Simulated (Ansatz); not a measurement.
**Question.** Name a neutral molecule of Br, S, Si and H with HOMO energy (ωB97M-V/def2-TZVPP) between -9.40 and -9.10 eV and LUMO energy (B3LYP/def2-TZVPP) between -3.00 and -2.70 eV (Ansatz, PBE0-D4/def2-TZVP geometry).

**Answer.** `S[Si]Br` (-9.21 eV, -2.74 eV). Other molecules can fit too; these were computed, each in one conformer that needn't be the lowest.

B3LYP here is the variant with VWN-RPA as its local correlation; programs differ in this.
